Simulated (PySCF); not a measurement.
A GIAO shielding run with PySCF 2.14 (density fitting, non-relativistic, gas phase) on `[C@H](F)(C[SiH3])[Si@@H](F)S`, C$_{2}$H$_{8}$F$_{2}$SSi$_{2}$:

```
$ OMP_NUM_THREADS=1 python probes_run.py task.json out

{"job": {"kind": "nmr", "xc": "PBE0", "basis": "pcSseg-1"}, "charge": 0, "multiplicity": 1}
F     -0.596315     0.549878     1.701065
C      0.150900    -0.290766     0.874031
C     -0.790666    -1.034340    -0.060358
Si    -1.976461     0.111959    -1.019836
Si     1.487016     0.782777     0.030755
F      2.753586     0.871483     1.027206
S      2.180456    -0.243334    -1.713176
H      0.636422    -0.994448     1.566643
H     -1.379668    -1.744120     0.524735
H     -0.186563    -1.621805    -0.752654
H     -1.174318     1.040974    -1.823099
H     -2.809750     0.850028    -0.075228
H     -2.796750    -0.737299    -1.883771
H      1.113366     2.158754    -0.211353
H      3.384330     0.308250    -1.712527
```

Hardware: 1 thread of an Arm Neoverse N1, shared host. The job also computes population analyses, field gradients.

(1) How large is the calculation?

(2) How long does it take, and how much memory does it need?

Results:

(1) 82 electrons, 180 basis functions and 1007 auxiliary functions.

(2) 47 s of wall time, with 12 SCF cycles and 4 response iterations; peak memory 0.82 GiB. Times on a shared host scatter by some tens of per cent.
